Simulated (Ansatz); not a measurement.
Job for Ansatz (an electronic-structure program): U-wB97M-V/def2-TZVPP on F3Mo (SMILES [F][Mo]([F])[F]), 2S+1 = 2, a spin state set in the input, which need not be the lowest. Elements past Kr take the def2 small-core potentials; no spin–orbit coupling.

Ansatz 0.2 input:
```yaml
crystal:
  periodic: [false, false, false]
  atoms:
    - {symbol: Mo, position_ang: [0.02515794, 0.02370477, -0.01347379]}
    - {symbol: F, position_ang: [1.79159934, -0.38143217, -0.35601085]}
    - {symbol: F, position_ang: [-0.81161302, -0.42898132, 1.57706366]}
    - {symbol: F, position_ang: [-1.06303199, 0.85367400, -1.26362317]}
basis:
  gaussian:
    orbitals: def2-TZVPP
hamiltonian:
  xc: {name: wB97M-V}
magnetization: {spin_polarized: true, initial_magnetization: 1}
```

Output:

```
WARN ansatz: RAYON_NUM_THREADS=4 ignored (pool sized by the plan → 4); use --threads N
Functional definition: wB97M-V
integrals: 0.08 GiB planned
794 factors; their error is unknown
integrals: 0.11 GiB planned
154 factors; integrals over basis functions are off by at most 2.0e-5 eV
mean field: 1.03 GiB planned
mean field evaluation 1: about -10002.2461 eV, gradient 4.1e1 eV
mean field evaluation 2: about -9987.7916 eV, gradient 8.5e1 eV
mean field evaluation 4: about -10008.1378 eV, gradient 1.7e0 eV
mean field evaluation 8: about -10008.1806 eV, gradient 1.3e-1 eV
mean field evaluation 16: about -10008.2373 eV, gradient 2.0e-2 eV
mean field evaluation 32: about -10008.4916 eV, gradient 2.3e-5 eV
mean field evaluation 64: about -10008.4876 eV, gradient 1.3e-1 eV
mean field -10008.49155024 eV, -367.8052804719 hartree, gradient 7.1e-6 eV, S^2 1.600772; 8 other end points of the search recorded, 0 dependent functions left out
reference -10008.49162463 eV, -367.8052832060 hartree; 21, 20 occupied and 128, 129 virtual orbitals, 794 factors
Total energy: -10008.49162463 eV, -367.8052832060 hartree
```

The run converged. Its determinant has ⟨S²⟩ = 1.60, a mixture of spin states.

Cost: about 2.6 core-minutes (a rough figure).
